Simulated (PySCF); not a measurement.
Compound: C6H5ClO.
Cartesian coordinates in Å at the GFN2-xTB level; atoms count from 1:
```
atom  x, y, z in Å
C1     0.194   -1.766    1.036
C2    -0.126   -0.906    0.067
C3     0.320    0.434    0.108
C4     0.668    1.592    0.098
C5     1.103    2.948    0.131
O6     1.840    3.425    0.954
C7    -0.995   -1.274   -1.097
Cl8   -2.604   -0.493   -0.901
H9    -0.150   -2.786    1.019
H10    0.810   -1.467    1.867
H11    0.685    3.549   -0.701
H12   -1.164   -2.349   -1.146
H13   -0.586   -0.905   -2.037
```

The closed-shell SCF was solved with PySCF and density fitting under several settings on one GFN2-xTB geometry (grid level 2 and gas phase unless stated).

```csv
settings,basis functions,SCF cycles,E (Eh),HOMO (eV),LUMO (eV),dipole (D)
WP04/pcSseg-1,168,18,-778.2163,-9.04,-4.67,4.04
"PBE/aug-cc-pVDZ, IEF-PCM acetonitrile, level shift 0.1 Eh, energy threshold 1e-07 Eh",233,10,-766.4596,-6.42,-3.38,5.44
```

Problem. Estimate the rows for these settings: (1) PBE0/6-31G*, grid level 1, start guess vsap; (2) BLYP/6-31G*, start guess vsap.

Solution. 
| settings | basis functions | SCF cycles | E (Eh) | HOMO (eV) | LUMO (eV) | dipole (D) |
| --- | --- | --- | --- | --- | --- | --- |
| PBE0/6-31G*, grid level 1, start guess vsap | 126 | 14 | -766.4287 | -7.62 | -2.25 | 3.77 |
| BLYP/6-31G*, start guess vsap | 126 | 18 | -766.8233 | -5.69 | -2.86 | 3.68 |

Problem. Over all rows, what range does the HOMO–LUMO gap span?

Solution. From 2.83 eV (BLYP/6-31G*, start guess vsap) to 5.37 eV (PBE0/6-31G*, grid level 1, start guess vsap). The functional of the narrowest has no exact exchange, that of the widest 25 % exact exchange.

Problem. And the dipole moment?

Solution. From 3.68 D (BLYP/6-31G*, start guess vsap) to 5.44 D (PBE/aug-cc-pVDZ, IEF-PCM acetonitrile, level shift 0.1 Eh, energy threshold 1e-07 Eh); the largest is 1.48 times the smallest, and the median is 3.91 D.

Whole jobs, the steps after the SCF included, on an AMD EPYC 7R13 with one thread, no GPU, on a shared host:

| settings | work after the SCF | wall time | peak memory |
| --- | --- | --- | --- |
| WP04/pcSseg-1 | shieldings | 16 s | 0.82 GiB |
| PBE/aug-cc-pVDZ, IEF-PCM acetonitrile, level shift 0.1 Eh, energy threshold 1e-07 Eh | shieldings | 26 s | 0.91 GiB |
| PBE0/6-31G*, grid level 1, start guess vsap | 25 singlets by full TDDFT, 2 Tamm–Dancoff triplets, polarisability, density and orbital grids written | 22 s | 0.58 GiB |
| BLYP/6-31G*, start guess vsap | spin–spin couplings from 11 perturbed nuclei, spin–dipole term left out | 20 s | 0.50 GiB |

Cycle counts include a coarse-grid stage where the run had one. All basis functions are spherical, in the Pople sets too. WP04 was designed for NMR shieldings or shifts; total energies of different functionals aren't comparable. One conformer (not necessarily the lowest) at the GFN2-xTB geometry, without vibrations or thermal averaging.
